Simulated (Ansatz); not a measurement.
The cluster Hg₄O₅. Total charge 0; singlet. Geometry B3LYP-D4/def2-SVP, basis def2-TZVP, Ansatz.

```xyz
9

Hg   -2.0399    1.4944    0.2590
Hg    0.7034    2.1319    0.9726
Hg    1.8852   -0.6518    1.0161
Hg   -3.5729   -1.0345   -1.3066
O     0.6710    0.5914   -1.1458
O     0.8507   -2.0018   -0.2196
O    -0.4269   -0.0253   -1.2929
O     2.3164    1.0697    1.9623
O    -0.3870   -1.5739   -0.2451
```

```json
{"run": "A", "HOMO (eV)": "-5.28", "LUMO (eV)": "-4.62"}
{"run": "B", "HOMO (eV)": "-8.11", "LUMO (eV)": "-2.64"}
{"run": "C", "HOMO (eV)": "-5.23", "LUMO (eV)": "-4.73"}
{"run": "D", "HOMO (eV)": "-5.40", "LUMO (eV)": "-4.78"}
{"run": "E", "HOMO (eV)": "-6.18", "LUMO (eV)": "-4.23"}
```

In the def2 sets Hg takes a core potential; there is no spin–orbit coupling. The structure holds 2 bonds between oxygen atoms, so isomers without such links may lie far lower. Another isomer (singlet) lies 0.12 eV lower at PBE0-D4/def2-TZVP; other spin states weren't run for this one.

**Question.** The runs used B97M-V, PBE, PBE0, r2SCAN, ωB97X-V. Estimate which is which.

**Answer.** A B97M-V (0 % exact exchange); B ωB97X-V (range-separated); C PBE (0 % exact exchange); D r2SCAN (0 % exact exchange); E PBE0 (25 % exact exchange). Exact exchange lowers occupied and raises empty levels; among semilocal functionals meta-GGAs tend to open the gap a little, and such runs are hard to tell apart. The gap grows from 0.50 eV (PBE) to 5.47 eV (ωB97X-V). The restricted singlet is unstable towards broken spin symmetry in Hartree–Fock (as tested in another run); at B97M-V/def2-TZVP, ωB97X-V/def2-TZVP, PBE-D4/def2-TZVP, r2SCAN-D4/def2-TZVP and others this wasn't settled.
